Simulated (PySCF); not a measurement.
## Working out the excitation energy of Ar⁺

Ar⁺ [Ne] 3s2 3p5 (2P) → Ar⁺ [Ne] 3s2 3p4 3d1 (high-spin determinant). Calculation: PySCF 2.14, in aug-cc-pVTZ-DK; the spin-free X2C one-electron Hamiltonian (Gaussian nucleus). Frozen: [Ne]. Energies in hartree (1 hartree = 27.21139 eV):

```json
{"part": "UHF", "Ar⁺ (lower)": "-528.087016", "Ar⁺ (upper)": "-527.463542"}
{"part": "MP2 opposite-spin", "Ar⁺ (lower)": "-0.129392", "Ar⁺ (upper)": "-0.102443"}
{"part": "MP2 same-spin", "Ar⁺ (lower)": "-0.038477", "Ar⁺ (upper)": "-0.035551"}
```

**Question.** What does Hartree-Fock give?

**Answer.** (-527.463542) − (-528.087016) = 0.623474 hartree = 16.966 eV.

**Question.** What do MP2 and SCS-MP2 (6/5 opposite-spin, 1/3 same-spin) give?

**Answer.** The opposite-spin parts differ by 0.733 eV and the same-spin parts by 0.080 eV. MP2: 16.966 + (0.733) + (0.080) = 17.779 eV. SCS-MP2: 16.966 + 1.2 × (0.733) + (0.080)/3 = 17.872 eV.

One determinant mixes LS terms, so it does not stand for a single term.
